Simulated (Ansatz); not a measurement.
Reaction (cleavage of the P–Si bond): `C[SiH](O)P` + `N=C(F)F` → `FC(F)=NP` + `C[SiH2]O`

Gas-phase electronic energies from Ansatz, PBE0-D4/def2-TZVP geometries. CCSD(T)/CBS is the MP2 limit (def2-TZVPP, def2-QZVPP) plus CCSD(T) − MP2 in def2-TZVPP, frozen cores. This one scheme is used for every species. DFT in def2-TZVPP. B3LYP here is the variant with VWN-RPA as its local correlation; programs differ in this. Each species was taken in one conformer, which may not be the lowest.

`C[SiH](O)P`:

Cartesian coordinates in Å:
```
C -1.574 -0.103 -0.228
Si 0.215 -0.592 -0.038
O 1.052 -0.445 -1.455
P 1.078 0.600 1.675
H -2.125 -0.302 0.695
H -1.677 0.961 -0.458
H -2.040 -0.673 -1.035
H 0.329 -2.030 0.313
H 1.271 0.440 -1.750
H 2.425 0.318 1.325
H 1.048 1.826 0.954
```

`N=C(F)F`:

Cartesian coordinates in Å:
```
N -0.651 -0.556 0.497
C 0.019 0.118 -0.294
F -0.346 0.355 -1.523
F 1.180 0.710 -0.083
H -0.202 -0.627 1.404
```

`FC(F)=NP`:

```xyz
7

F    -1.658   -0.613    0.439
C    -0.934   -0.345   -0.633
F    -1.718   -0.407   -1.680
N     0.265   -0.075   -0.684
P     1.368   -0.126    0.624
H     0.611    0.508    1.652
H     2.065    1.059    0.282
```

`C[SiH2]O`:

```xyz
9

C     0.356    1.016   -0.465
Si   -0.204   -0.389    0.622
O    -0.930   -1.603   -0.232
H     0.788    1.816    0.144
H    -0.483    1.433   -1.029
H     1.119    0.692   -1.177
H    -1.236    0.073    1.582
H     0.971   -0.915    1.376
H    -0.381   -2.124   -0.820
```

Question: Is it downhill or uphill in electronic energy at CCSD(T)/CBS, and by how much? (Estimate.)

Answer: The calculation gave: Uphill: ΔE = +51.1 kJ/mol.

Question: What do these levels give: PBE0-D4, ωB97M-V, B3LYP, HF/def2-TZVPP, MP2/def2-TZVPP, CCSD/def2-TZVPP, HF/def2-QZVPP, MP2/def2-QZVPP, SCS-MP2/def2-QZVPP, HF/CBS(def2), MP2/CBS(def2), CCSD/CBS(def2)? (Estimate.)

Answer: Ansatz gave: PBE0-D4 56.2, ωB97M-V 46.9, B3LYP 40.4, HF/def2-TZVPP 33.3, MP2/def2-TZVPP 48.2, CCSD/def2-TZVPP 48.3, HF/def2-QZVPP 32.0, MP2/def2-QZVPP 48.3, SCS-MP2/def2-QZVPP 42.3, HF/CBS(def2) 31.8, MP2/CBS(def2) 49.1, CCSD/CBS(def2) 49.2 kJ/mol.

Largest T1 diagnostic among the species: 0.014.

In def2-TZVPP, CCSD(T) changes the Hartree–Fock value by +16.9 kJ/mol (the triples alone add +1.9 kJ/mol) and MP2 by +14.9 kJ/mol. The D4 term adds +4.1 kJ/mol with B3LYP and +2.4 kJ/mol with PBE0; it sums over pairs of atoms, weighted by their polarisabilities, and B3LYP, whose exchange is more repulsive, gets the larger term.
